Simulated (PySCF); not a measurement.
Ga(Cl)(Me)(NH2) (CH5ClGaN), SMILES [Ga]([CH3])([NH2])[Cl].

Geometry: PBE0-D3(BJ)/def2-SVP. The structure was generated by enumeration; whether it is a known compound was not checked. The values are those of a single conformer.

Two levels are set side by side: TDA-PBE/def2-SVPD (PySCF) and TDA-PBE0/def2-SVPD (PySCF). Vertical, same geometry. The lowest singlet is HOMO→LUMO 99 % with PBE and HOMO→LUMO 98 % with the other functional; states are paired by order. Differences are taken from unrounded values.

| quantity | TDA-PBE |
|---|---|
| lowest singlet excitation (eV) | 5.17 |
| lowest triplet excitation (TDA) (eV) | 4.82 |
| first bright state (f over 0.05) (eV) | 6.18 |
| its oscillator strength | 0.18 |

### Question
These are the TDA-PBE values. What does TDA-PBE0 give? (Estimate from the structure and the level; the computed values follow.)

### Answer

| quantity | TDA-PBE0 | TDA-PBE minus TDA-PBE0 |
|---|---|---|
| lowest singlet excitation (eV) | 5.89 | -0.72 |
| lowest triplet excitation (TDA) (eV) | 5.32 | -0.50 |
| first bright state (f over 0.05) (eV) | 6.59 | -0.41 |
| its oscillator strength | 0.06 | 0.12 |

Functionals without exact exchange tend to place singlet excitations lower, as here. Differences between two approximate levels are no errors against the true value.

Rough cost on one machine, each run with all the roots and properties that it gave: TDA-PBE0 against TDA-PBE about 2 times.
